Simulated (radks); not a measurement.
Effect of the nuclear size on the magnesium ion Mg+, [Ne] 3s1. Method: Dirac Kohn-Sham, relativistic LDA (MacDonald-Vosko exchange, VWN5 correlation), spin-unpolarised, spherical densities, finite nucleus; Fermi nuclear charge, rms radius 3.057 fm; computed with a radial shooting solver on a logarithmic mesh with Libxc functionals. The rms radius is varied about that value; shifts are against it.

[
 {"rms radius (fm)": "2.626", "total energy shift (eV)": "-0.000685", "density at nucleus (e/bohr^3)": "1147", "1s1/2 shift (meV)": "-0.284"},
 {"rms radius (fm)": "2.791", "total energy shift (eV)": "-0.000435", "density at nucleus (e/bohr^3)": "1147", "1s1/2 shift (meV)": "-0.180"},
 {"rms radius (fm)": "3.057", "total energy shift (eV)": "0", "density at nucleus (e/bohr^3)": "1146", "1s1/2 shift (meV)": "0.000"},
 {"rms radius (fm)": "3.2832", "total energy shift (eV)": "0.000400", "density at nucleus (e/bohr^3)": "1145", "1s1/2 shift (meV)": "0.166"},
 {"rms radius (fm)": "3.6959", "total energy shift (eV)": "0.00120", "density at nucleus (e/bohr^3)": "1144", "1s1/2 shift (meV)": "0.499"}
]

Slopes of the eigenvalues against <r^2> in GHz/fm^2, as finite differences over the two radii next to the reference (eigenvalue slopes, not the field-shift constants of lines): 1s1/2 28.0.
